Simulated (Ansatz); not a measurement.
Isolated molecules relaxed with PBE0-D4/def2-TZVP in Ansatz; ΔE leaves out vibrations. CCSD(T)/CBS adds triple-zeta CCSD(T) − MP2 to the extrapolated MP2 energy (def2 sets, frozen cores). DFT in def2-TZVPP. B3LYP here is the variant with VWN-RPA as its local correlation; programs differ in this. Each species was taken in one conformer, which may not be the lowest.

Reaction (ligand exchange at the Si–O bond): `C[NH][AlH][O][SiH3]` + `N[SiH2][SiH2]Cl` → `[SiH3]N[SiH2][SiH2]Cl` + `C[NH][AlH][OH]`

CCSD(T)/CBS gives +59.0 kJ/mol.

(1) Another level gave +61.8 kJ/mol. Which?
A. HF/def2-TZVPP
B. B3LYP/def2-TZVPP
C. r2SCAN/def2-TZVPP
D. PBE0-D4/def2-TZVPP

Largest T1 diagnostic among the species: 0.011.

## Answers

(1) C. r2SCAN 61.8, PBE0-D4 55.8, B3LYP 68.6, HF/def2-TZVPP 79.7 kJ/mol.

In def2-TZVPP, CCSD(T) changes the Hartree–Fock value by −19.8 kJ/mol (the triples alone add −3.0 kJ/mol) and MP2 by −20.8 kJ/mol. The D4 term adds −7.6 kJ/mol with B3LYP and −4.1 kJ/mol with PBE0; it sums over pairs of atoms, weighted by their polarisabilities, and B3LYP, whose exchange is more repulsive, gets the larger term.
